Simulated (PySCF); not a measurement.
**Correlation energy of Bi (bismuth, neutral)**

[Xe] 4f14 5d10 6s2 6p3, high-spin 4S determinant. Computed with PySCF 2.14 in aug-cc-pwCVTZ-DK3 (11s10p8d5f1g, 125 functions), with the spin-free X2C one-electron Hamiltonian (Gaussian nucleus). Frozen: [Xe] 4f14 5d10; 5 electrons correlated.

| level | correlation energy (mhartree) |
| --- | --- |
| CCSD | -63.07 |
| (T) | -1.92 |
| CCSD(T) | -64.99 |

Diagnostics: T1 = 0.0046, D1 = 0.0117, largest double amplitude 0.027.

Spin-orbit coupling is strong in this species (close to jj coupling), so the high-spin LS determinant is a model state, not a physical level.

Cost of the coupled-cluster step: roughly 11 core-seconds, for 5 correlated electrons.

Iterations:

```
CC2 = 0
CCSD nocc = (np.int64(4), np.int64(1)), nmo = (86, 86)
frozen orbitals [[0, 1, 2, 3, 4, 5, 6, 7, 8, 9, 10, 11, 12, 13, 14, 15, 16, 17, 18, 19, 20, 21, 22, 23, 24, 25, 26, 27, 28, 29, 30, 31, 32, 33, 34, 35, 36, 37, 38], [0, 1, 2, 3, 4, 5, 6, 7, 8, 9, 10, 11, 12, 13, 14, 15, 16, 17, 18, 19, 20, 21, 22, 23, 24, 25, 26, 27, 28, 29, 30, 31, 32, 33, 34, 35, 36, 37, 38]]
max_cycle = 100
direct = 0
conv_tol = 1e-08
conv_tol_normt = 1e-06
diis_space = 8
diis_start_cycle = 0
Init t2, MP2 energy = -0.0534336865165399
Init E_corr(UCCSD) = -0.0534336865175374
cycle = 1  E_corr(UCCSD) = -0.0610107891047337  dE = -0.00757710259  norm(t1,t2) = 0.0325299
cycle = 2  E_corr(UCCSD) = -0.0625320890382751  dE = -0.00152129993  norm(t1,t2) = 0.00878253
cycle = 3  E_corr(UCCSD) = -0.0630784291713753  dE = -0.000546340133  norm(t1,t2) = 0.00290515
cycle = 4  E_corr(UCCSD) = -0.0630680126007833  dE = 1.04165706e-05  norm(t1,t2) = 0.000384745
cycle = 5  E_corr(UCCSD) = -0.0630681405979111  dE = -1.27997128e-07  norm(t1,t2) = 6.0875e-05
cycle = 6  E_corr(UCCSD) = -0.0630680862062845  dE = 5.43916265e-08  norm(t1,t2) = 1.18141e-05
cycle = 7  E_corr(UCCSD) = -0.0630681064476582  dE = -2.02413736e-08  norm(t1,t2) = 3.12547e-06
cycle = 8  E_corr(UCCSD) = -0.0630681019077179  dE = 4.53994027e-09  norm(t1,t2) = 7.2559e-07
UCCSD converged
E(UCCSD) = -21527.18575680464  E_corr = -0.06306810190771789
UCCSD(T) correction = -0.00192338026546966
```

Spin-orbit coupling is strong in this species, so the high-spin LS determinant is a model state.
